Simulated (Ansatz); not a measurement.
Spin gap between two states, R1 and P1; the higher of the two is an excited state, each structure at its B3LYP-D3(BJ)/def2-TZVP stationary point, reached from a drawn start (curvature not checked).
R1, O2S2 (SMILES O=[S][S]=O) (charge 0, multiplicity 1):
```xyz
4

O     -1.278    -0.383    -1.137
S     -1.115    -0.334     0.325
S      0.719     0.216     0.947
O      1.674     0.502    -0.136
```
P1, O2S2 (SMILES O=[S][S]=O) (charge 0, multiplicity 3):
```xyz
4

O     -0.992    -0.298    -1.809
S     -1.042    -0.313    -0.315
S      1.042     0.313     0.315
O      0.992     0.298     1.809
```

P less R. No zero-point or thermal terms; singlets are restricted closed shells; open shells are unrestricted. One arrangement of each flexible species, with no search for the lowest.

Correlated levels freeze the cores.

Codes used: Ansatz (Gaussian basis) for Hartree–Fock, density functionals and correlated methods. All values are computed, each at the level named.

Task: Give the spin gap at the level CCSD(T)/cc-pV(Q+d)Z.

Result: 0.92 eV

Task: What is the computed spin gap (PBE/def2-TZVPP)?

Result: 0.87 eV

Task: Give the spin gap at the level BHLYP/def2-TZVPP.

Result: 0.21 eV

Ansatz is a program for electronic structure.
